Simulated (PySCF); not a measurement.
**Correlation energy of S (sulfur, neutral)**

[Ne] 3s2 3p3 3d1, high-spin 5D determinant (an excited configuration). All numbers are calculated (PySCF 2.14, scalar relativity by spin-free X2C-1e, in aug-cc-pVTZ-DK (6s5p3d2f, 50 functions)). Frozen: [Ne]; 6 electrons correlated.

```json
{"level": "CCSD", "correlation energy (mhartree)": "-117.57"}
{"level": "(T)", "correlation energy (mhartree)": "-3.85"}
{"level": "CCSD(T)", "correlation energy (mhartree)": "-121.42"}
```

Diagnostics: T1 = 0.0043, D1 = 0.0091, largest double amplitude 0.044.

Problem. Is a single reference adequate?

Solution. Yes: T1 lies below 0.03 and no double amplitude reaches 0.07.
